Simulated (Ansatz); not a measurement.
`[OH][Al]([F])[ZnH]` → `[OH][AlH][Zn][F]`  (isomerisation)

Program: Ansatz. Geometries: PBE0-D4/def2-TZVP. ΔE: electronic, gas phase. CBS: MP2 limit from def2 TZ/QZ plus the TZ coupled-cluster correction, frozen cores. DFT in def2-TZVPP. For Zn outer-core shells are correlated without core-valence functions, which leaves a few kJ/mol of doubt a bond. Scalar relativity is left out up to krypton. One conformer a species, not always the lowest.

```json
{"level": "LDA (SPW92)", "ΔE (kJ/mol)": "95.8", "difference from CCSD(T)/CBS": "2.4"}
{"level": "B97M-V", "ΔE (kJ/mol)": "93.9", "difference from CCSD(T)/CBS": "0.5"}
{"level": "r2SCANh-D4", "ΔE (kJ/mol)": "96.5", "difference from CCSD(T)/CBS": "3.1"}
{"level": "r2SCAN0-D4", "ΔE (kJ/mol)": "99.1", "difference from CCSD(T)/CBS": "5.7"}
{"level": "PBE", "ΔE (kJ/mol)": "89.9", "difference from CCSD(T)/CBS": "-3.5"}
{"level": "r2SCAN", "ΔE (kJ/mol)": "94.2", "difference from CCSD(T)/CBS": "0.8"}
{"level": "r2SCANh", "ΔE (kJ/mol)": "96.3", "difference from CCSD(T)/CBS": "2.9"}
{"level": "BHLYP", "ΔE (kJ/mol)": "99.8", "difference from CCSD(T)/CBS": "6.4"}
{"level": "CCSD/def2-TZVPP", "ΔE (kJ/mol)": "102.2", "difference from CCSD(T)/CBS": "8.8"}
{"level": "HF/def2-QZVPP", "ΔE (kJ/mol)": "96.3", "difference from CCSD(T)/CBS": "2.9"}
{"level": "CCSD(T)/CBS", "ΔE (kJ/mol)": "93.4", "difference from CCSD(T)/CBS": "0"}
```

Largest T1 diagnostic among the species: 0.016.

Leaving LDA and LC-ωPBE aside and taking each functional with its dispersion term where it has one, the values, not all of them listed here, spread over 11.0 kJ/mol, from revPBE-D4 to BHLYP-D4. LDA lies +5.8 kJ/mol from PBE without D4. At CCSD(T), def2-SVP lies +3.0 kJ/mol from the extrapolated value and def2-TZVPP +8.4 kJ/mol. From BLYP to BHLYP (50 % exact exchange), in def2-TZVPP and without D4, ΔE moves by +10.5 kJ/mol.
